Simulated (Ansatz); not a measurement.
Consider the formal exchange of groups at a B–O bond: `COB(C)Br` + `CF` → `CB(Br)CF` + CH₃OH.

Program: Ansatz. Geometries: PBE0-D4/def2-TZVP. ΔE: electronic, gas phase. CCSD(T)/CBS adds triple-zeta CCSD(T) − MP2 to the extrapolated MP2 energy (def2 sets, frozen cores). This one scheme is used for every species. For Br outer-core shells are correlated without core-valence functions, which leaves a few kJ/mol of doubt a bond. Scalar relativity is left out up to krypton. Each species was taken in one conformer, which may not be the lowest.

```tsv
level	ΔE (kJ/mol)
SCS-MP2/def2-TZVPP	146.7
HF/CBS(def2)	148.5
```

Question: What does CCSD(T)/CBS give? (Best estimate.)

Answer: Computed: +142.3 kJ/mol. The listed levels differ from it by 4.4, 6.2 kJ/mol.

Largest T1 diagnostic among the species: 0.011.
